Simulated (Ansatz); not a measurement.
C$_{2}$H$_{3}$NOSe. Charge 0, multiplicity 1. The bonds changed during the relaxation, so this is another structure than the one it started from. The geometry is a stationary point of PBE0-D4/def2-TZVP. It is one conformer, not always the lowest.

```xyz
8

N    -1.342   -0.417    0.150
C    -0.164   -0.640   -0.327
C     0.798    0.414   -0.253
O     1.952    0.109    0.335
Se    0.514    1.980   -1.058
H    -1.615    0.490    0.534
H    -2.075   -1.104    0.048
H     1.932   -0.832    0.571
```

What is the dipole moment at r2SCAN/def2-TZVPP? (Best estimate.)

The calculation gave: 4.56 D, with components (-2.74, -2.65, 2.49) D in this frame, pointing from negative to positive charge.

And with PBE, B3LYP, ωB97M-V? (Estimate.)

The calculation gave: PBE 4.36 D, B3LYP 4.48 D, ωB97M-V 4.66 D.

Give the Mulliken charges with r2SCAN, B3LYP, ωB97M-V in def2-TZVPP. (Best estimate.)

Computed: 
| atom | r2SCAN | B3LYP | ωB97M-V |
| --- | --- | --- | --- |
| N1 | -0.16 | -0.12 | -0.10 |
| C2 | -0.17 | -0.17 | -0.16 |
| C3 | 0.20 | 0.17 | 0.12 |
| O4 | -0.23 | -0.21 | -0.19 |
| Se5 | -0.23 | -0.21 | -0.19 |
| H6 | 0.16 | 0.15 | 0.14 |
| H7 | 0.21 | 0.20 | 0.18 |
| H8 | 0.22 | 0.20 | 0.19 |

B3LYP here is the variant with VWN-RPA as its local correlation; programs differ in this.
